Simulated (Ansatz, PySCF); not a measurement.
The pair A = SiH4 (SMILES [SiH4]) (first 5 atoms), B = CH3F (SMILES CF); geometry from B3LYP-D3(BJ)/def2-TZVP.
(charge 0, multiplicity 1):
| atom | x (Å) | y (Å) | z (Å) |
|---|---|---|---|
| Si | 0.1615 | 0.1312 | 0.0392 |
| H | -1.1606 | 0.4778 | 0.6067 |
| H | 1.1514 | 1.1778 | 0.3670 |
| H | 0.0327 | 0.0251 | -1.4342 |
| H | 0.6023 | -1.1777 | 0.5712 |
| C | -0.4928 | -0.7292 | 3.6797 |
| F | 0.3465 | 0.2637 | 3.1817 |
| H | -0.1036 | -1.7005 | 3.3740 |
| H | -0.5123 | -0.6533 | 4.7672 |
| H | -1.4921 | -0.5782 | 3.2710 |

Cores are frozen in the correlated methods. CBS(a, b) extrapolates the correlation energy as X⁻³ and adds the Hartree–Fock energy of set b. MP2 and its Hartree–Fock in aug-cc-pV(T+d)Z are density fitted.

Codes used: Ansatz (a first-principles code); PySCF for the dispersion terms. 

The monomers are drawn apart, rigid, along the line of their centres of mass. Counterpoise-corrected interaction energies (kcal/mol):

```
level                                                                 R = 4.657 Å  R = 5.918 Å
--------------------------------------------------------------------  -----------  -----------
PBE/def2-TZVPPD                                                           -0.2865      -0.0571
PBE-D3(BJ)/def2-TZVPPD                                                    -0.5475      -0.1246
wB97M-V/def2-TZVPPD                                                       -0.4764      -0.1228
MP2/CBS(aug-cc-pV(D+d)Z, aug-cc-pV(T+d)Z) + ΔCCSD(T)/aug-cc-pV(D+d)Z      -0.4667      -0.1188
```

R is the distance of the centres of mass. Find the local exponent m of E ∝ R⁻ᵐ between the two points.


m = ln(E₁/E₂)/ln(R₂/R₁): PBE/def2-TZVPPD 6.7; PBE-D3(BJ)/def2-TZVPPD 6.2; wB97M-V/def2-TZVPPD 5.7; MP2/CBS(aug-cc-pV(D+d)Z, aug-cc-pV(T+d)Z) + ΔCCSD(T)/aug-cc-pV(D+d)Z 5.7. For scale, two fixed dipoles give m = 3, dipole and quadrupole 4, quadrupoles 5, and dispersion or dipole-induced dipole 6 at long range; at these distances several terms mix, and what is left of overlap and damping shifts m, so it need not match one of them.
